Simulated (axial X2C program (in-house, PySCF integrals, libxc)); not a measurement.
# Outer orbitals of HfO⁺ at 1.685 Å, PBE0

Calculated with an in-house all-electron X2C program for linear molecules (integrals from PySCF). Spin-free means the one-electron spin-free X2C Hamiltonian; two-component (2c) means X2C with spin–orbit coupling and atomic mean-field two-electron Coulomb and Gaunt terms, so the difference of the two also holds small scalar two-electron terms. Basis: Hf dyall-cv3z [13s14p9d7f4g], O dyall-av3z [7s6p3d2f] (cores contracted in-house); Gaussian nuclei, density fitting, unrestricted open shells. Masses: Hf 179.947 u, O 15.995 u.

The distance is close to the 2c PBE0 minimum; the highest filled and lowest empty levels are listed.

Spin-free orbitals, state M_S = 1/2, Λ = 0 (beyond evenly filled blocks: σα) (Löwdin shares):

```json
{"symmetry": "φ+α", "occupied": "yes", "ε (eV)": "-28.85", "atomic character": "100% Hf f"}
{"symmetry": "φ-α", "occupied": "yes", "ε (eV)": "-28.85", "atomic character": "100% Hf f"}
{"symmetry": "φ+β", "occupied": "yes", "ε (eV)": "-28.84", "atomic character": "100% Hf f"}
{"symmetry": "φ-β", "occupied": "yes", "ε (eV)": "-28.84", "atomic character": "100% Hf f"}
{"symmetry": "δ+α", "occupied": "yes", "ε (eV)": "-28.65", "atomic character": "100% Hf f"}
{"symmetry": "δ-α", "occupied": "yes", "ε (eV)": "-28.65", "atomic character": "100% Hf f"}
{"symmetry": "δ+β", "occupied": "yes", "ε (eV)": "-28.62", "atomic character": "100% Hf f"}
{"symmetry": "δ-β", "occupied": "yes", "ε (eV)": "-28.62", "atomic character": "100% Hf f"}
{"symmetry": "π+α", "occupied": "yes", "ε (eV)": "-28.57", "atomic character": "100% Hf f"}
{"symmetry": "π-α", "occupied": "yes", "ε (eV)": "-28.57", "atomic character": "100% Hf f"}
{"symmetry": "π+β", "occupied": "yes", "ε (eV)": "-28.51", "atomic character": "100% Hf f"}
{"symmetry": "π-β", "occupied": "yes", "ε (eV)": "-28.51", "atomic character": "100% Hf f"}
{"symmetry": "σα", "occupied": "yes", "ε (eV)": "-28.24", "atomic character": "88% Hf f, 8% O s"}
{"symmetry": "σβ", "occupied": "yes", "ε (eV)": "-28.18", "atomic character": "88% Hf f, 8% O s"}
{"symmetry": "π+β", "occupied": "yes", "ε (eV)": "-15.93", "atomic character": "70% O p, 23% Hf d, 3% Hf f"}
{"symmetry": "π-β", "occupied": "yes", "ε (eV)": "-15.93", "atomic character": "70% O p, 23% Hf d, 3% Hf f"}
{"symmetry": "π+α", "occupied": "yes", "ε (eV)": "-15.89", "atomic character": "68% O p, 25% Hf d, 3% Hf f"}
{"symmetry": "π-α", "occupied": "yes", "ε (eV)": "-15.89", "atomic character": "68% O p, 25% Hf d, 3% Hf f"}
{"symmetry": "σβ", "occupied": "yes", "ε (eV)": "-15.75", "atomic character": "70% O p, 19% Hf d, 4% O s"}
{"symmetry": "σα", "occupied": "yes", "ε (eV)": "-15.75", "atomic character": "68% O p, 21% Hf d, 4% O s"}
{"symmetry": "σα", "occupied": "yes", "ε (eV)": "-12.36", "atomic character": "60% Hf s, 15% Hf d, 12% O p"}
{"symmetry": "σβ", "occupied": "no", "ε (eV)": "-9.50", "atomic character": "62% Hf s, 14% Hf d, 11% O p"}
{"symmetry": "δ-α", "occupied": "no", "ε (eV)": "-9.26", "atomic character": "97% Hf d"}
{"symmetry": "δ+α", "occupied": "no", "ε (eV)": "-9.26", "atomic character": "97% Hf d"}
{"symmetry": "δ-β", "occupied": "no", "ε (eV)": "-8.43", "atomic character": "97% Hf d"}
{"symmetry": "δ+β", "occupied": "no", "ε (eV)": "-8.43", "atomic character": "97% Hf d"}
```

Spinors with spin–orbit coupling (state Ω = 1/2):

| ω | occupied | ε (eV) | atomic character | λ mixture |
| --- | --- | --- | --- | --- |
| -5/2 | yes | -29.85 | 100% Hf f | 89% φ, 11% δ |
| 5/2 | yes | -29.84 | 100% Hf f | 88% φ, 12% δ |
| -3/2 | yes | -29.64 | 100% Hf f | 75% δ, 25% π |
| 3/2 | yes | -29.64 | 100% Hf f | 73% δ, 27% π |
| -1/2 | yes | -29.38 | 90% Hf f, 7% O s | 66% π, 34% σ |
| 1/2 | yes | -29.35 | 88% Hf f, 8% O s | 63% π, 37% σ |
| 7/2 | yes | -28.22 | 100% Hf f | 100% φ |
| -7/2 | yes | -28.21 | 100% Hf f | 100% φ |
| 5/2 | yes | -28.04 | 100% Hf f | 88% δ, 12% φ |
| -5/2 | yes | -28.02 | 100% Hf f | 89% δ, 11% φ |
| 3/2 | yes | -27.95 | 100% Hf f | 73% π, 27% δ |
| -3/2 | yes | -27.91 | 100% Hf f | 75% π, 25% δ |
| 1/2 | yes | -27.74 | 94% Hf f, 4% O s | 65% σ, 35% π |
| -1/2 | yes | -27.72 | 94% Hf f, 4% O s | 68% σ, 32% π |
| 1/2 | yes | -16.01 | 69% O p, 23% Hf d, 3% Hf f | 89% π, 11% σ |
| -1/2 | yes | -15.98 | 68% O p, 24% Hf d, 3% Hf f | 86% π, 14% σ |
| -3/2 | yes | -15.90 | 70% O p, 23% Hf d, 3% Hf f | 100% π |
| 3/2 | yes | -15.86 | 68% O p, 25% Hf d, 3% Hf f | 100% π |
| 1/2 | yes | -15.74 | 68% O p, 21% Hf d, 3% Hf p | 89% σ, 11% π |
| -1/2 | yes | -15.74 | 70% O p, 20% Hf d, 3% Hf p | 86% σ, 14% π |
| 1/2 | yes | -12.36 | 60% Hf s, 15% Hf d, 12% O p | 100% σ |
| -1/2 | no | -9.51 | 62% Hf s, 14% Hf d, 11% O p | 100% σ |
| -3/2 | no | -9.45 | 97% Hf d | 100% δ |
| 5/2 | no | -9.10 | 97% Hf d | 100% δ |
| 3/2 | no | -8.65 | 96% Hf d | 99% δ, 1% π |

Mulliken charges and populations of the two-component result (they depend on the basis, above all on diffuse functions):

Hf 1.49 e (s 10.81 p 24.03 d 21.60 f 14.05 g 0.01), O -0.49 e (s 3.97 p 4.46 d 0.06 f 0.01). ⟨Lz⟩ = 0.00 ħ and ⟨Sz⟩ = 0.50 ħ (0.52 and -0.02 on the two atoms), which add up to Ω.

One determinant describes the state; a PBE0 search over occupations chose it and may have missed a lower one. Density functionals use the spin component along the axis (collinear).
